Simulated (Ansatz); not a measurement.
Program: Ansatz. Geometries: PBE0-D4/def2-TZVP. ΔE: electronic, gas phase. CCSD(T)/CBS is the MP2 limit (def2-TZVPP, def2-QZVPP) plus CCSD(T) − MP2 in def2-TZVPP, frozen cores. Functionals use def2-TZVPP. B3LYP here is the variant with VWN-RPA as its local correlation; programs differ in this. No spin–orbit coupling; open shells (•) take unrestricted orbitals. Spin–orbit coupling would lower the free atoms: clearly for Br. For Br outer-core shells are correlated without core-valence functions, so the limit isn't a true one: a few kJ/mol of doubt a bond, and 10 to 20 or more in all where bonds break to atoms. Scalar relativity is left out up to krypton. One conformer a species, not always the lowest.

Consider the homolysis of the B–Br bond: `CB(S)Br` → `C[B]S`• + Br•.

CCSD(T)/CBS gives +456.9 kJ/mol.

Another level gave +424.1 kJ/mol. Which?
A. PBE0/def2-TZVPP
B. B3LYP-D4/def2-TZVPP
C. PBE0-D4/def2-TZVPP
D. LC-ωPBE/def2-TZVPP

D. LC-ωPBE 424.1, PBE0-D4 440.6, B3LYP-D4 429.0, PBE0 433.8 kJ/mol.

Largest T1 diagnostic among the species: 0.015.

In def2-TZVPP, CCSD(T) changes the Hartree–Fock value by +122.3 kJ/mol (the triples alone add +12.4 kJ/mol) and MP2 by +145.7 kJ/mol; breaking electron pairs costs correlation energy, which Hartree–Fock lacks. At CCSD(T), def2-SVP lies −31.4 kJ/mol from the extrapolated value and def2-TZVPP −16.5 kJ/mol: correlation converges slowly with the basis, and small sets miss more of it in the bonded molecule than in its fragments. From r2SCAN to r2SCAN0 (25 % exact exchange), in def2-TZVPP and without D4, ΔE moves by −5.9 kJ/mol: exact exchange takes away binding that semilocal exchange gives to molecules.

CCSD(T)/CBS has its own doubt, a few kJ/mol and more with outer-core shells, so smaller differences from it don't rank the levels.
